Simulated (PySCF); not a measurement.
# Electron correlation in Xe³⁺ (xenon, charge +3)

Starting occupation: [Kr] 4d10 5s2 5p3, 5p1/2 with m_j = -1/2, +1/2, 5p3/2 with m_j = +3/2. All numbers are calculated (PySCF 2.14, X2C-1e with screened-nucleus spin-orbit coupling, Gaussian nucleus, in x2c-TZVPall-2c (8s9p5d2f, 74 functions)). Frozen: [Ar] 3d10; 23 electrons correlated; the 6 highest virtual spinors left out.

MP2 pair energies summed by pair of shells (mhartree):

| pair | energy | share (%) |
| --- | --- | --- |
| 4d-4d | -266.72 | 44.3 |
| 4d-5p | -68.87 | 11.4 |
| 4d-4p | -68.42 | 11.4 |
| 4d-5s | -58.39 | 9.7 |
| 5p-5s | -39.34 | 6.5 |
| 4p-4p | -30.35 | 5.0 |
| 4d-4s | -18.31 | 3.0 |
| 5p-5p | -14.29 | 2.4 |
| 4p-4s | -9.82 | 1.6 |
| 4p-5s | -9.19 | 1.5 |
| 5s-5s | -7.30 | 1.2 |
| 4p-5p | -6.90 | 1.1 |
| 4s-4s | -2.35 | 0.4 |
| 4s-5p | -0.99 | 0.2 |
| 4s-5s | -0.77 | 0.1 |

Total MP2 correlation energy: -602.01 mhartree.

The GHF reference relaxed away from the jj start to a determinant that is no pure jj level (⟨S²⟩ = 3.53, ⟨J²⟩ = 3.76); the energies belong to that determinant.

This basis was not built for core-valence correlation, so the inner-shell part is incomplete.
